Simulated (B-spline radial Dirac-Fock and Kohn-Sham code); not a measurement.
Level of theory: Dirac-Fock (average of configuration) total-energy differences with a finite nucleus, the Breit interaction including its frequency dependence, and self-energy and vacuum-polarisation corrections; a radial finite-basis atomic code. The model has no electron correlation.

Q: An atom or ion in its tabulated ground configuration has these computed binding energies (the last is its least bound level). Which is it?

```tsv
level	binding energy (eV)
K	4976.3
L1	574.1
L2	472.3
L3	466.7
M3	44.95
M4,5	8.33
N1	5.84
```

A: Ti: Z = 22 with 22 electrons, [Ar] 3d2 4s2. The hydrogen-like estimate √(E/Ry) = 19.1 for the K level lies 2.9 below Z; the outermost level, at 5.84 eV, fixes the charge.

Q: Identify the element and charge state from the binding energies below (tabulated ground configuration; the least bound level is included).

```csv
level,binding energy (eV)
K,74151.1
L1,13256.2
L3,11153.8
M5,2239.5
N1,934.6
N5,548.9
"O2,3",280.1
```

A: Os¹³⁺: Z = 76 with 63 electrons, [Kr] 4d10 4f13 5s2 5p2. The hydrogen-like estimate √(E/Ry) = 73.8 for the K level lies 2.2 below Z (screening lowers it, relativity raises it); the outermost level, at 280.1 eV, fixes the charge.
